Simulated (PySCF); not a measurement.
NICS in one family of compounds.

NICS = −σ at a ghost point: NICS(0) at the centroid of the ring atoms, NICS(1) 1 Å to either side along the normal of their mean plane, zz for the tensor component along that normal. Level: GIAO PBE0/pcSseg-1 (PySCF, non-relativistic, gas phase) on the GFN2-xTB geometries, one conformer each. Atom numbers follow the mapped SMILES.

Question: Order these rings by mean NICS(1)zz, lowest (most negative) first (ppm).
A. ring C3–C4–P5–C6–S7 in `[N:1]#[C:2][c:3]1[cH:4][p:5][cH:6][s:7]1`
B. ring C4–C5–P6–C7–S8 in `[CH3:1][CH:2]([CH3:3])[c:4]1[cH:5][p:6][cH:7][s:8]1`
C. ring C1–C2–S3–C4–P5 in `[cH:1]1[cH:2][s:3][cH:4][p:5]1`
D. ring C2–P3–C4–C5–S6 in `[F:1][c:2]1[p:3][cH:4][cH:5][s:6]1`
E. ring C1–C2–S3–C4–P8 in `[cH:1]1[cH:2][s:3][c:4]([CH:5]2[CH2:6][CH2:7]2)[p:8]1`

Answer: C (-29.4), A (-27.3), B (-25.9), E (-24.3), D (-22.8).

```json
{"SMILES": "c1cscp1", "ring": "5-membered ring with P and S; formal bonds all aromatic", "NICS(0)": "-12.7", "NICS(1)": "-12.2", "NICS(1)zz": "-29.4", "HOMA": "0.76", "rms pucker (Å)": "0.00", "ring atoms with four or more neighbours": "0"}
{"SMILES": "N#Cc1cpcs1", "ring": "5-membered ring with P and S; formal bonds all aromatic", "NICS(0)": "-12.5", "NICS(1)": "-12.0", "NICS(1)zz": "-27.3", "HOMA": "0.81", "rms pucker (Å)": "0.00", "ring atoms with four or more neighbours": "0"}
{"SMILES": "CC(C)c1cpcs1", "ring": "5-membered ring with P and S; formal bonds all aromatic", "NICS(0)": "-11.5", "NICS(1)": "-11.4", "NICS(1)zz": "-25.9", "HOMA": "0.77", "rms pucker (Å)": "0.00", "ring atoms with four or more neighbours": "0"}
{"SMILES": "c1csc(C2CC2)p1", "ring": "5-membered ring with P and S; formal bonds all aromatic", "NICS(0)": "-11.4", "NICS(1)": "-11.0", "NICS(1)zz": "-24.3", "HOMA": "0.72", "rms pucker (Å)": "0.00", "ring atoms with four or more neighbours": "0"}
{"SMILES": "Fc1pccs1", "ring": "5-membered ring with P and S; formal bonds all aromatic", "NICS(0)": "-11.7", "NICS(1)": "-10.5", "NICS(1)zz": "-22.8", "HOMA": "0.73", "rms pucker (Å)": "0.00", "ring atoms with four or more neighbours": "0"}
```

NICS(0) gives another order. The isotropic NICS(1) gives the same order. Over the 5 rings with a HOMA value its correlation coefficient with NICS(1)zz is -0.64. HOMA uses Krygowski's 1993 parameters. NICS(1) and NICS(1)zz are means over the two faces.
